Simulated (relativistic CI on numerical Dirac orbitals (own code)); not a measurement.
## Slater and spin-orbit integrals, Tl⁴⁵⁺

Method of calculation: Dirac-Coulomb-Breit CI, KLI orbitals optimised for each configuration, QED by a radiative potential, unscaled Slater integrals (own radial code, finite nucleus).

Slater integrals F^k, G^k are unscaled and averaged over j, outside the closed core [Ar] 3d10; ζ comes from projecting the Hamiltonian with its Breit term on Σ l·s of the shell.

- 4s²4p⁵4d: ζ(4p) = 808710, F^2(4p,4d) = 275470, G^1(4p,4d) = 339260, G^3(4p,4d) = 218070, ζ(4d) = 101640 cm⁻¹; <r>(4p) = 0.3637, <r^2>(4p) = 0.1499, <r>(4d) = 0.3618, <r^2>(4d) = 0.1497 (bohr units).
- 4s4p⁶4d: G^2(4s,4d) = 271300, ζ(4d) = 102100 cm⁻¹; <r>(4s) = 0.353, <r^2>(4s) = 0.1403, <r>(4d) = 0.3619, <r^2>(4d) = 0.1498 (bohr units).
- 4s²4p⁵4f: ζ(4p) = 806610, F^2(4p,4f) = 280850, G^2(4p,4f) = 213630, G^4(4p,4f) = 159370, ζ(4f) = 19340 cm⁻¹; <r>(4p) = 0.3639, <r^2>(4p) = 0.1501, <r>(4f) = 0.3337, <r^2>(4f) = 0.1255 (bohr units).

Averages of the first 10 configurations, taken without configuration mixing, which lowers the lowest level and can move excited configurations by several eV; other configurations of the list can lie among them:

```csv
Configuration,Parity,States,Average energy above the lowest level (eV)
4s²4p⁶,even,1,0.3
4s²4p⁵4d,odd,60,253.4
4s4p⁶4d,even,20,487.5
4s²4p⁵4f,even,84,489.5
4s4p⁶4f,odd,28,724.0
4p⁶4d4f,odd,140,1214.0
4s²4p⁵5s,odd,12,927.5
4p⁶4d²,even,45,980.0
4p⁵4d³,odd,720,1229.4
4p⁵4d²4f,even,3780,1460.6
```
